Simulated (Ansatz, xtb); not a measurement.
# From F to I: the atomisation energy (no zero-point term)

One atom is swapped for its congeners: HF (hydrogen fluoride); HCl (hydrogen chloride); HBr (hydrogen bromide); HI (hydrogen iodide). All are singlets with charge 0.

Shapes, held fixed at every level: PBE0-D4/def2-TZVP. Programs: Ansatz 0.2.0, xtb 6.7.1. Values in eV.

(1) How should the atomisation energy change along the series?

Results:

(1) At CCSD(T)/def2-TZVPP the atomisation energy falls at every step, from 5.98 to 3.43 eV. 6 of 7 levels show this order throughout; 6 agree on the largest and the smallest. For atoms past krypton def2 sets carry core potentials with scalar relativity. Relativity is left out for Br unless named. Correlated rows may include outer-core shells of Br, I, which these sets cover unevenly. GFN0-xTB strays far from the other rows. xTB rows lack spin polarisation. Spin-orbit coupling, which grows down the group, is left out (summed over each molecule's free atoms 0.02, 0.04, 0.15, 0.31 eV).

| level | HF | HCl | HBr | HI |
| --- | --- | --- | --- | --- |
| GFN0-xTB | 5.43 | 5.43 | 4.66 | 4.82 |
| r2SCAN-D4/def2-TZVPP | 5.96 | 4.60 | 4.05 | 3.43 |
| wB97M-V/def2-TZVPP | 6.02 | 4.65 | 4.00 | 3.38 |
| wB97X-V/def2-TZVPP | 5.97 | 4.60 | 4.00 | 3.41 |
| MP2/def2-TZVPP | 6.16 | 4.56 | 3.99 | 3.39 |
| CCSD/def2-TZVPP | 5.90 | 4.48 | 3.95 | 3.36 |
| CCSD(T)/def2-TZVPP | 5.98 | 4.54 | 4.00 | 3.43 |
